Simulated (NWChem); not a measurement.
System: GeSiH6S; SMILES [GeH3][S][SiH3]

Input file for NWChem:

```
start job
memory heap 200 mb stack 900 mb global 1100 mb
geometry units angstroms noautosym nocenter noautoz
  Si     0.502817     2.027870    -0.000726
  S     -1.092891     0.571987    -0.025073
  Ge     0.174022    -1.292589    -0.001811
  H     -0.162940     3.373214    -0.012350
  H      1.355810     1.893670     1.232655
  H      1.394696     1.891812    -1.206079
  H      1.089118    -1.324354    -1.253062
  H     -0.831333    -2.466338    -0.022539
  H      1.039502    -1.326777     1.284163
end
basis spherical
  * library def2-svpd
end
dft
  xc b3lyp
  iterations 150
end
property
  response 1 0.0773
end
task dft property
```

NWChem printed, in part:

```
             Northwest Computational Chemistry Package (NWChem) 7.3.0
             --------------------------------------------------------

                             Geometry "geometry" -> ""
                             -------------------------

 Output coordinates in angstroms (scale by  1.889725989 to convert to a.u.)

  No.       Tag          Charge          X              Y              Z
 ---- ---------------- ---------- -------------- -------------- --------------
    1 Si                  14.0000     0.50281700     2.02787000    -0.00072600
    2 S                   16.0000    -1.09289100     0.57198700    -0.02507300
    3 Ge                  32.0000     0.17402200    -1.29258900    -0.00181100
    4 H                    1.0000    -0.16294000     3.37321400    -0.01235000
    5 H                    1.0000     1.35581000     1.89367000     1.23265500
    6 H                    1.0000     1.39469600     1.89181200    -1.20607900
    7 H                    1.0000     1.08911800    -1.32435400    -1.25306200
    8 H                    1.0000    -0.83133300    -2.46633800    -0.02253900
    9 H                    1.0000     1.03950200    -1.32677700     1.28416300

 Effective nuclear repulsion energy (a.u.)     331.2794610562

                              NWChem Property Module
                              ----------------------

                                 NWChem DFT Module
                                 -----------------

 Summary of "ao basis" -> "ao basis" (spherical)
 ------------------------------------------------------------------------------
       Tag                 Description            Shells   Functions and Types
 ---------------- ------------------------------  ------  ---------------------
 Si                        def2-svpd                10       24   5s3p2d
 S                         def2-svpd                11       27   5s4p2d
 Ge                        def2-svpd                14       38   6s4p4d
 H                         def2-svpd                 4        8   2s2p

            General Information
            -------------------
          SCF calculation type: DFT
          Wavefunction type:  closed shell.
          No. of atoms     :     9
          No. of electrons :    68
           Alpha electrons :    34
            Beta electrons :    34
          Charge           :     0
          Spin multiplicity:     1
          Use of symmetry is: off; symmetry adaption is: off
          Maximum number of iterations: 150
          AO basis - number of functions:   137
                     number of shells:    59
          Convergence on energy requested:  1.00D-06
          Convergence on density requested:  1.00D-05
          Convergence on gradient requested:  5.00D-04

              XC Information
              --------------
                         B3LYP Method XC Potential
                     Hartree-Fock (Exact) Exchange  0.200
                        Slater Exchange Functional  0.800 local
                    Becke 1988 Exchange Functional  0.720 non-local
              Lee-Yang-Parr Correlation Functional  0.810
                  VWN I RPA Correlation Functional  0.190 local

             Grid Information
             ----------------
          Grid used for XC integration:  medium
          Radial quadrature: Mura-Knowles
          Angular quadrature: Lebedev.
          Tag              B.-S. Rad. Rad. Pts. Rad. Cut. Ang. Pts.
          ---              ---------- --------- --------- ---------
          Si                  1.10       88          12.0       590
          S                   1.00       88          11.0       590
          Ge                  1.25      112          12.0       590
          H                   0.35       45          14.0       434
          Grid pruning is: on
          Number of quadrature shells:   558
          Spatial weights used:  Erf1

      Superposition of Atomic Density Guess
      -------------------------------------

 Sum of atomic energies:       -2764.12988675

      Non-variational initial energy
      ------------------------------

 Total energy =   -2765.010468
 1-e energy   =   -4508.180785
 2-e energy   =    1411.890856
 HOMO         =      -0.307993
 LUMO         =       0.019527

   convergence    iter        energy       DeltaE   RMS-Dens  Diis-err
 ---------------- ----- ----------------- --------- --------- ---------
 d= 0,ls=0.0,diis     1  -2767.8943534140 -3.10D+03  8.17D-03  3.51D-01
 d= 0,ls=0.0,diis     2  -2767.9109518040 -1.66D-02  4.63D-03  1.55D-01
 d= 0,ls=0.0,diis     3  -2767.9336009666 -2.26D-02  1.79D-03  4.13D-02
 d= 0,ls=0.0,diis     4  -2767.9402120871 -6.61D-03  2.97D-04  1.61D-03
 d= 0,ls=0.0,diis     5  -2767.9403606337 -1.49D-04  6.47D-05  4.82D-05
  Resetting Diis
 d= 0,ls=0.0,diis     6  -2767.9403675803 -6.95D-06  1.43D-05  2.42D-06
 d= 0,ls=0.0,diis     7  -2767.9403680208 -4.41D-07  7.04D-06  1.71D-07

         Total DFT energy =    -2767.940368020833
      One electron energy =    -4508.982519395010
           Coulomb energy =     1537.681875115962
    Exchange-Corr. energy =     -127.919184797965
 Nuclear repulsion energy =      331.279461056180

 Numeric. integr. density =       68.000009274479

                       DFT Final Molecular Orbital Analysis
                       ------------------------------------

 Vector   32  Occ=2.000000D+00  E=-3.352114D-01
              MO Center= -3.8D-01,  3.6D-01, -1.5D-02, r^2= 6.0D+00
   Bfn.  Coefficient  Atom+Function         Bfn.  Coefficient  Atom+Function
  ----- ------------  ---------------      ----- ------------  ---------------
    37      0.303606  2 S  py               122      0.274139  8 H  s
    90     -0.256771  4 H  s                 34      0.244397  2 S  py
    65     -0.214857  3 Ge py                10     -0.212228  1 Si py
    13     -0.208726  1 Si py                 4     -0.156853  1 Si s
    68     -0.150484  3 Ge py                31      0.139228  2 S  py

 Vector   33  Occ=2.000000D+00  E=-3.155920D-01
              MO Center= -5.2D-01,  5.5D-01, -1.6D-02, r^2= 3.8D+00
   Bfn.  Coefficient  Atom+Function         Bfn.  Coefficient  Atom+Function
  ----- ------------  ---------------      ----- ------------  ---------------
    36      0.441703  2 S  px                33      0.343117  2 S  px
    30      0.196249  2 S  px                27     -0.193676  2 S  s
    64     -0.156293  3 Ge px                 9     -0.147579  1 Si px
    56     -0.145691  3 Ge s                 12     -0.137271  1 Si px
    65      0.127099  3 Ge py                67     -0.126405  3 Ge px

 Vector   34  Occ=2.000000D+00  E=-2.614579D-01
              MO Center= -6.9D-01,  5.6D-01, -1.8D-02, r^2= 2.8D+00
   Bfn.  Coefficient  Atom+Function         Bfn.  Coefficient  Atom+Function
  ----- ------------  ---------------      ----- ------------  ---------------
    38      0.571892  2 S  pz                35      0.423408  2 S  pz
    32      0.239168  2 S  pz                98     -0.115902  5 H  s
   106      0.115956  6 H  s                114      0.106621  7 H  s
   130     -0.107084  9 H  s                 41      0.075361  2 S  pz
    99     -0.067510  5 H  s                 18      0.066889  1 Si d  1

 Vector   35  Occ=0.000000D+00  E=-3.013907D-02
              MO Center=  7.0D-02, -6.2D-01, -4.2D-03, r^2= 7.7D+00
   Bfn.  Coefficient  Atom+Function         Bfn.  Coefficient  Atom+Function
  ----- ------------  ---------------      ----- ------------  ---------------
    56      1.911867  3 Ge s                 57     -1.624660  3 Ge s
    29      0.843959  2 S  s                 55      0.396063  3 Ge s
   115     -0.377495  7 H  s                131     -0.377541  9 H  s
    28     -0.323424  2 S  s                  4      0.312923  1 Si s
    27     -0.258926  2 S  s                 36     -0.257778  2 S  px

 Vector   36  Occ=0.000000D+00  E=-1.533656D-02
              MO Center=  1.2D-01,  4.7D-02, -4.6D-03, r^2= 9.3D+00
   Bfn.  Coefficient  Atom+Function         Bfn.  Coefficient  Atom+Function
  ----- ------------  ---------------      ----- ------------  ---------------
    56      1.859825  3 Ge s                 57     -1.711151  3 Ge s
     4     -1.063061  1 Si s                  5      0.826570  1 Si s
    55      0.379671  3 Ge s                123     -0.328498  8 H  s
    37      0.267151  2 S  py                99      0.258674  5 H  s
   107      0.259347  6 H  s                115     -0.255384  7 H  s

 Vector   37  Occ=0.000000D+00  E= 9.417346D-04
              MO Center=  6.9D-01,  1.5D+00,  3.6D-03, r^2= 9.7D+00
   Bfn.  Coefficient  Atom+Function         Bfn.  Coefficient  Atom+Function
  ----- ------------  ---------------      ----- ------------  ---------------
     4      3.128032  1 Si s                  5     -2.833465  1 Si s
    57     -0.955164  3 Ge s                 29      0.927576  2 S  s
    56      0.837759  3 Ge s                 91     -0.481464  4 H  s
    99     -0.378478  5 H  s                107     -0.378419  6 H  s
     3      0.346260  1 Si s                 68     -0.281081  3 Ge py

     Multipole analysis of the density
     ---------------------------------

     L   x y z        total         alpha         beta         nuclear
     -   - - -        -----         -----         ----         -------
     0   0 0 0     -0.000000    -34.000000    -34.000000     68.000000

     1   1 0 0      0.432858      1.154925      1.154925     -1.876991
     1   0 1 0     -0.231433      1.565808      1.565808     -3.363049
     1   0 0 1      0.007389      0.425572      0.425572     -0.843755

     2   2 0 0    -37.038412    -72.776175    -72.776175    108.513938
     2   1 1 0      0.547211     -1.440897     -1.440897      3.429005
     2   1 0 1     -0.007273     -0.723701     -0.723701      1.440129
     2   0 2 0    -33.849227   -274.776969   -274.776969    515.704711
     2   0 1 1      0.008215      0.277240      0.277240     -0.546264
     2   0 0 2    -36.965768    -29.560567    -29.560567     22.155366

 *** CALLING NEW AORESP DRIVER FOR CLOSED AND OPEN SHELLS ***
 Entering AOResponse driver routine

--------------------------------------------------------------------------------

          -----------------------------------------------
          Solving response equations for perturbing field
          -----------------------------------------------

 number of frequencies:     1
 frequency in a.u.:  0.7730000E-01
 Perturbing field: electric
 Using El. Dipole Length Gauge

 Setting up CPKS with frequency omega =      0.07730000 a.u.

                            NWChem Dynamic CPHF Module
                            --------------------------

    scftype = RHF
    nclosed =   34
      nopen =    0
  variables =     7004
  num. vecs =        3
  tolerance =   1.0D-04
  max. iter =   50

 SCF residual:    6.9166442987356831E-004

Iterative solution of linear equations
  No. of variables     7004
  No. of equations        3
  Maximum subspace       30
       Convergence  1.0D-04

   iter   nsub   residual    time
   ----  ------  --------  ---------
     1      3    3.94D+00      38.4
     2      6    1.48D+00      56.5
     3      9    4.30D-01      74.6
     4     12    2.28D-01      92.6
     5     15    7.48D-02     110.7
     6     18    3.31D-03     128.7
     7     21    2.86D-04     146.8
     8     24    1.52D-04     164.9
     9     27    2.37D-05     183.0

 Electric Dipole Response Matrix (nonzero elements):

              1        2        3
    1   82.7383   1.5322   0.1553
    2    1.5321 106.8378  -0.0190
    3    0.1553  -0.0190  73.3245

 ------------------------------------------
 average:        87.63353 + I       0.00000

 DFT Linear Response polarizability / au
 Frequency  =       0.0773000 / au
 Wavelength =     589.4353558 / nm
              X              Y              Z
 -----------------------------------------------
 X      82.7383271      1.5321554      0.1552956
 Y       1.5321446    106.8377505     -0.0189672
 Z       0.1552957     -0.0189671     73.3244975
 -----------------------------------------------
 Eigenvalues =      82.6439262    106.9347714     73.3218775
 Isotropic   =      87.6335250
 Anisotropic =      30.0563835
 -----------------------------------------------

 Magnetic Dipole Response Matrix (nonzero elements):
```

Level: B3LYP/def2-SVPD. All runs use the structure optimised with PBE-D3(BJ)/def2-SVP. B3LYP is NWChem's, with the RPA form of VWN correlation.
